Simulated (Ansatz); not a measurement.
`NC(=S)[O][AlH2]`, relaxed with RKS PBE-D4/def2-SVP in Ansatz from a rough embedded geometry. The force threshold is 0.03 eV/Å; the program also tests the step.

Total charge 0; spin multiplicity 1.

Start:

```xyz
9

N     1.016   -1.043    0.125
C    -0.020   -0.698    0.967
S    -0.205   -1.542    2.334
O    -0.865    0.333    0.768
Al   -0.947    1.446   -0.794
H     1.193   -0.563   -0.846
H     1.690   -1.849    0.313
H    -2.013    2.593   -0.881
H     0.151    1.322   -1.985
```

How much energy does the relaxation release, and in how many steps? (Best estimate.)

The calculation gave: 16.29 kcal/mol, in 7 steps.

Which bonds change most? (An estimate is asked.)

Ansatz gave: O4–Al5 from 1.920 to 1.737 Å; N1–H6 from 1.098 to 1.022 Å; N1–H7 from 1.067 to 1.018 Å; C2–S3 from 1.617 to 1.658 Å.

Give the relaxed structure. (Estimate.)

Ansatz gave: 
```xyz
9

N     1.041   -1.076    0.108
C     0.019   -0.700    0.930
S    -0.306   -1.453    2.371
O    -0.709    0.336    0.477
Al   -0.913    1.477   -0.817
H     1.232   -0.609   -0.780
H     1.626   -1.857    0.399
H    -2.103    2.508   -0.649
H     0.113    1.374   -2.040
```
